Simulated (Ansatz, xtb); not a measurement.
**Relative energy of two structures of AlF2H4NSi**

Structure X is a singlet given by its coordinates and structure Y is `[F][Al]([F])[NH][SiH3]`, a singlet. Both are isolated molecules in the gas phase, relaxed with PBE-D3(BJ)/def2-SVP; the shapes shown needn't be the lowest conformers.

X (Å):

```yaml
atoms:
  - { symbol: Al, position_ang: [0.9352, -1.4587, 2.0201] }
  - { symbol: F, position_ang: [0.9965, -2.3547, 3.4462] }
  - { symbol: F, position_ang: [-0.9837, -0.8451, 1.8990] }
  - { symbol: N, position_ang: [0.3265, -2.3576, 0.5043] }
  - { symbol: Si, position_ang: [-1.2872, -1.8313, 0.4883] }
  - { symbol: H, position_ang: [1.8646, -0.1784, 1.9394] }
  - { symbol: H, position_ang: [0.7616, -3.0652, -0.0866] }
  - { symbol: H, position_ang: [-1.7599, -0.8586, -0.5514] }
  - { symbol: H, position_ang: [-2.4039, -2.7578, 0.8703] }
```

Close contacts (Å): Al1–F2 1.69, Al1–F3 2.02, Al1–N4 1.86, F3–Si5 1.75, N4–Si5 1.70, Al1–H6 1.58, N4–H7 1.02, Si5–H8 1.50, Si5–H9 1.50.

Y (Å):

```yaml
atoms:
  - { symbol: Al, position_ang: [0.3557, -0.8779, 1.8927] }
  - { symbol: F, position_ang: [0.6283, -0.5986, 3.5143] }
  - { symbol: F, position_ang: [1.5816, -1.5357, 0.9757] }
  - { symbol: N, position_ang: [-1.2200, -0.4748, 1.1764] }
  - { symbol: Si, position_ang: [-1.7529, -0.6689, -0.4885] }
  - { symbol: H, position_ang: [-1.9164, -0.0737, 1.8153] }
  - { symbol: H, position_ang: [-2.1364, 0.6477, -1.1143] }
  - { symbol: H, position_ang: [-2.9456, -1.5844, -0.5952] }
  - { symbol: H, position_ang: [-0.5983, -1.2624, -1.2423] }
```

Quicker runs give these differences E(Y) − E(X): GFN2-xTB +0.054 eV; HF/STO-3G −0.258 eV (at GFN2-xTB geometries); r2SCAN-D4/def2-SVP −0.422 eV (at GFN2-xTB geometries).

Q: Estimate which is lower in electronic energy at CCSD(T)/def2-SVP + ΔMP2/def2-TZVPP, and by roughly how much.

A: The CCSD(T)/def2-SVP + ΔMP2/def2-TZVPP calculation puts structure Y lower, by 0.444 eV.

How the difference moves with the method:

| level | geometry | E(Y) − E(X) (eV) | departure from the last row (eV) | job, with rough time for the two |
| --- | --- | --- | --- | --- |
| GFN2-xTB | GFN2-xTB | +0.054 | +0.498 | optimisation, 0.23 s |
| HF/STO-3G | GFN2-xTB | −0.258 | +0.186 | single point, 0.24 s |
| r2SCAN-D4/def2-SVP | GFN2-xTB | −0.422 | +0.022 | single point, 1.8 s |
| PBE-D3(BJ)/def2-SVP | PBE-D3(BJ)/def2-SVP | −0.265 | +0.180 | optimisation, 17 s |
| HF/def2-SVP | PBE-D3(BJ)/def2-SVP | −0.406 | +0.039 | part of the CCSD(T) run |
| MP2/def2-SVP | PBE-D3(BJ)/def2-SVP | −0.371 | +0.073 | part of the CCSD(T) run |
| CCSD(T)/def2-SVP | PBE-D3(BJ)/def2-SVP | −0.359 | +0.086 | single point |
| CCSD(T)/def2-SVP + ΔMP2/def2-TZVPP | PBE-D3(BJ)/def2-SVP | −0.444 |  | single point, 12 s |

GFN2-xTB puts the two in the other order. The largest departure from CCSD(T)/def2-SVP + ΔMP2/def2-TZVPP is that of GFN2-xTB, 0.498 eV. The last row adds to CCSD(T) the change of the MP2 difference between the two basis sets, here −0.086 eV.

With harmonic frequencies from PBE-D3(BJ)/def2-SVP (ideal gas, rigid rotor, one conformer each, 298.15 K, 1 atm): on the last row, ΔE + ΔZPE = −0.422, ΔH = −0.409, ΔG = −0.470 eV.

The correlated steps freeze 13 core orbitals. Mirror images aren't counted in ΔG. Codes used: Ansatz 0.2.0, xtb 6.7.1; the last row on 2 threads of Intel(R) Xeon(R) 6975P-C (Granite Rapids) on a shared host.
